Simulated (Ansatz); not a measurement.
One change: `NC/C(F)=N/[SiH3]` becomes `F/C=N/[SiH3]`.

Ansatz, PBE0-D4/def2-TZVP geometries, multiplicity 1. Each molecule was computed in one conformer, which needn't be the lowest.

| property | `NC/C(F)=N/[SiH3]` |
| --- | --- |
| size of the dipole moment (ωB97M-V/def2-TZVPP) / D | 0.15 |
| HOMO–LUMO gap (B3LYP/def2-TZVPP) / eV | 6.54 |
| HOMO energy (PBE0/def2-TZVPP) / eV | -7.50 |
| HOMO energy (B3LYP/def2-TZVPP) / eV | -7.24 |
| HOMO energy (ωB97M-V/def2-TZVPP) / eV | -9.94 |
| HOMO–LUMO gap (ωB97M-V/def2-TZVPP) / eV | 11.68 |

What does the change do to each property? (Best estimate.)

Ansatz gave: 
| property | `F/C=N/[SiH3]` | shift |
| --- | --- | --- |
| size of the dipole moment (ωB97M-V/def2-TZVPP) / D | 1.99 | 1.84 |
| HOMO–LUMO gap (B3LYP/def2-TZVPP) / eV | 7.11 | 0.57 |
| HOMO energy (PBE0/def2-TZVPP) / eV | -8.25 | -0.75 |
| HOMO energy (B3LYP/def2-TZVPP) / eV | -8.03 | -0.79 |
| HOMO energy (ωB97M-V/def2-TZVPP) / eV | -10.59 | -0.65 |
| HOMO–LUMO gap (ωB97M-V/def2-TZVPP) / eV | 12.22 | 0.54 |

With PBE0 the HOMO falls by 0.75 eV and the LUMO falls by 0.20 eV, so the gap widens by about 0.55 eV. PBE moves the HOMO by -0.89 eV and ωB97M-V by -0.65 eV. Dipoles are sizes alone; their direction can turn.

B3LYP here is the variant with VWN-RPA as its local correlation; programs differ in this.
